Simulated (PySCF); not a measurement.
**Spin states of AuH**

Unrestricted PBE0; basis H cc-pVDZ, Au cc-pVDZ-PP with ECP60; scalar-relativistic core potentials; PySCF 2.14. Outer shells of the fragments: H 1s1; Au 5d10 6s1.

Followed along the bond (rough minima from three points):

```csv
2Ms+1,unpaired,⟨S²⟩ at the start,R at minimum (Å),Te (eV)
1,none,0.00,1.55,0.00
3,σ ↑↑,2.00,none in the scan,≤ 2.80
```

Solutions found at the starting distance of 1.545 Å, counted from the lowest of them; the search is not exhaustive and high or unbound solutions are not listed, so other states can lie among these:

```csv
2Ms+1,unpaired,term,E (eV),⟨S²⟩,⟨Lz²⟩,μ (D)
1,none,¹Σ⁺,0.00,0.00,0.00,1.46
3,σ ↑↑,³Σ⁺,2.93,2.00,0.00,-1.10
3,"σ ↑, δ ↑",³Δ,4.39,2.01,4.00,-0.43
1,"σ ↓, δ ↑",mixed,4.44,1.01,4.00,-0.54
3,"σ ↑, π ↑",³Π,4.50,2.00,1.00,-0.36
1,"σ ↑, π ↓",mixed,4.71,1.01,1.00,-0.49
```

A term symbol is given only where ⟨S²⟩ and ⟨Lz²⟩ are close to those of a pure state; real π, δ and φ orbitals otherwise mix terms. A positive dipole means H(−)Au(+).

Spin–orbit coupling is left out. Counting both spins, an empty level lies below a filled one in some of these solutions, because spin and occupation are held.
